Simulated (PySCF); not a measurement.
A calculated (PBE0, PySCF 2.14, aug-cc-pwCVTZ, the non-relativistic Hamiltonian (point nucleus)) atom or ion has these occupied shells.

| shell | electrons | orbital energy (eV) | rms radius, mean of both spins (bohr) |
| --- | --- | --- | --- |
| 1s α | 1 | -7004.7 | 0.0685 |
| 1s β | 1 | -7004.7 | 0.0685 |
| 2s α | 1 | -850.76 | 0.293 |
| 2s β | 1 | -847.59 | 0.293 |
| 2p α | 3 | -736.86 | 0.262 |
| 2p β | 3 | -734.20 | 0.262 |
| 3s α | 1 | -127.38 | 0.873 |
| 3s β | 1 | -119.84 | 0.873 |
| 3p α | 3 | -93.543 | 0.922 |
| 3p β | 3 | -85.391 | 0.922 |
| 3d α | 5 | -38.182 | 1.10 |
| 4p α | 1 | -18.211 | 2.99 |

(1) Name the element and its charge.

## Answers

(1) Fe²⁺ (iron, charge +2), in [Ar] 3d5 4p1, high-spin 7P determinant (an excited configuration).
